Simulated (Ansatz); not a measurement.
Calculated with Ansatz (gas phase, PBE0-D4/def2-TZVP geometries, no zero-point term in ΔE). CCSD(T)/CBS adds triple-zeta CCSD(T) − MP2 to the extrapolated MP2 energy (def2 sets, frozen cores). For Ge outer-core shells are correlated without core-valence functions, which leaves a few kJ/mol of doubt a bond. Scalar relativity is left out up to krypton. One conformer a species, not always the lowest.

Reaction (cleavage of the Ge–Si bond): `F[SiH]([AlH2])[GeH3]` + `NC1=C[SiH2]1` → `[GeH3][NH]C1=C[SiH2]1` + `F[SiH2][AlH2]`

| level | ΔE (kJ/mol) |
| --- | --- |
| CCSD/def2-SVP | -1.3 |
| MP2/CBS(def2) | 1.3 |

Problem. What does CCSD(T)/CBS give? (Best estimate.)

Solution. Computed: +6.6 kJ/mol. The listed levels differ from it by -7.9, -5.3 kJ/mol.

Largest T1 diagnostic among the species: 0.013.

Leaving LDA and LC-ωPBE aside and taking each functional with its dispersion term where it has one, the values, not all of them listed here, spread over 19.3 kJ/mol, from BHLYP-D4 to PBE-D4. From PBE to PBE0 (25 % exact exchange), in def2-TZVPP and without D4, ΔE moves by −4.5 kJ/mol.
